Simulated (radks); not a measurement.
Values are calculated unless marked as measured or tabulated.
Task: Neutral lanthanum is in [Xe] 5d2 6s1. Code: a radial shooting solver on a logarithmic mesh with Libxc functionals. Model: scalar-relativistic Kohn-Sham, r2SCAN, spin-polarised, spherical densities, finite nucleus; meta-GGA in the generalised Kohn-Sham scheme; Fermi nuclear charge, rms radius of each element as measured or else 0.836 A^(1/3) + 0.57 fm. Open shells are filled with parallel spins first. One electron is removed from 5p, 6s, 5s, 5d in turn, with full relaxation. Which removal costs least, and what does each cost?

Result: 5d 5.555 eV; 6s 5.562 eV; 5p 24.791 eV; 5s 42.101 eV. The 5d electron leaves first.
